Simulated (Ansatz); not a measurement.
The cluster Al4H4⁻. The state is a doublet with charge -1. Geometry PBE-D4/def2-SVPD; atoms count from 1.

Cartesian coordinates in Å:
```
Al -1.313 1.099 0.545
Al 1.123 0.012 0.093
Al -1.161 -0.882 -0.892
Al 1.237 -2.178 -1.430
H 1.629 -0.277 -1.578
H -2.058 2.110 1.584
H 2.393 0.691 0.846
H -1.849 -0.575 0.830
```

Another isomer (doublet) lies 0.05 eV lower at PBE0-D4/def2-TZVPD; other spin states weren't run for this one.

Problem. Estimate the Mulliken populations from the PBE0/def2-TZVPD orbitals of Ansatz.

Solution. 
```json
{"atom": "Al1", "charge (e)": "0.01", "spin (α − β)": "0.34"}
{"atom": "Al2", "charge (e)": "0.12", "spin (α − β)": "0.21"}
{"atom": "Al3", "charge (e)": "-0.08", "spin (α − β)": "-0.03"}
{"atom": "Al4", "charge (e)": "-0.48", "spin (α − β)": "0.40"}
{"atom": "H5", "charge (e)": "-0.07", "spin (α − β)": "0.03"}
{"atom": "H6", "charge (e)": "-0.22", "spin (α − β)": "0.01"}
{"atom": "H7", "charge (e)": "-0.21", "spin (α − β)": "0.01"}
{"atom": "H8", "charge (e)": "-0.08", "spin (α − β)": "0.02"}
```
Mulliken values depend strongly on the basis. With diffuse functions, as here, like atoms can get unlike values, and bond orders can come out too low or too high.

Problem. Where does the spin sit?

Solution. Summed by element: Al 0.93, H 0.07, of 1 unpaired in all. Largest on single atoms: Al4 0.40, Al1 0.34, Al2 0.21.

Problem. And the Mayer bond orders between heavy atoms (over 0.3)?

Solution. Al1–Al2 0.76 (2.71 Å); Al1–Al3 1.00 (2.45 Å); Al2–Al3 0.60 (2.64 Å); Al2–Al4 0.45 (2.67 Å); Al3–Al4 0.36 (2.78 Å).
